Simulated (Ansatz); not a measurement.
B₇P₇⁻. Total charge -1; doublet. Geometry PBE-D4/def2-SVP; atoms count from 1.

```xyz
14

B     0.4850   -1.9650    0.9638
P    -0.9471   -3.0379    1.0785
B     1.7799    0.5751    0.0729
P     2.0689   -0.9360    1.3672
B     0.7673   -0.7442   -0.3221
B    -0.7618   -1.6200   -0.1649
P     2.6606   -0.9077   -0.8440
B    -0.4790    1.9497    0.7065
P     1.2848    2.4400    0.1801
P    -2.2644    2.1230    1.1165
B    -1.6149    0.9760   -0.2365
P    -2.1515   -0.7364   -1.1520
B     0.1676    0.9570   -0.6036
P    -0.9954    0.9263   -2.1625
```

Single mean-field runs in def2-TZVP are fitted with def2-universal-jkfit.

Q: Estimate the Mulliken populations from the PBE0/def2-TZVP orbitals of Ansatz.

A: 
| atom | charge (e) | spin (α − β) |
| --- | --- | --- |
| B1 | -0.05 | 0.02 |
| P2 | -0.21 | 0.03 |
| B3 | 0.09 | 0.01 |
| P4 | -0.13 | -0.01 |
| B5 | 0.01 | -0.02 |
| B6 | 0.07 | 0.05 |
| P7 | -0.20 | 0.02 |
| B8 | -0.09 | 0.05 |
| P9 | -0.21 | 0.00 |
| P10 | -0.21 | 0.51 |
| B11 | -0.03 | -0.08 |
| P12 | -0.14 | 0.09 |
| B13 | 0.31 | 0.03 |
| P14 | -0.21 | 0.33 |
Mulliken values depend strongly on the basis.

Q: Where does the spin sit?

A: Summed by element: B 0.04, P 0.96, of 1 unpaired in all. Largest on single atoms: P10 0.51, P14 0.33, P12 0.09.

Q: And the Mayer bond orders between heavy atoms (over 0.3)?

A: B1–P2 1.65 (1.79 Å); B1–P4 0.97 (1.93 Å); B1–B5 0.45 (1.80 Å); B1–B6 0.53 (1.72 Å); P2–B6 1.24 (1.89 Å); B3–P4 0.68 (2.01 Å); B3–B5 0.48 (1.71 Å); B3–P7 0.99 (1.95 Å); B3–P9 0.98 (1.93 Å); B3–B13 0.40 (1.79 Å); P4–B5 0.53 (2.14 Å); P4–P7 1.01 (2.29 Å); B5–B6 0.53 (1.77 Å); B5–P7 0.86 (1.97 Å); B5–B13 0.52 (1.83 Å); B6–P12 1.16 (1.92 Å); B8–P9 1.15 (1.90 Å); B8–P10 1.46 (1.84 Å); B8–B11 0.52 (1.77 Å); B8–B13 0.41 (1.77 Å); P9–B13 0.73 (2.02 Å); P10–B11 1.16 (1.89 Å); B11–P12 0.73 (2.01 Å); B11–B13 0.39 (1.82 Å); B11–P14 0.79 (2.02 Å); P12–P14 1.05 (2.26 Å); B13–P14 0.76 (1.95 Å).
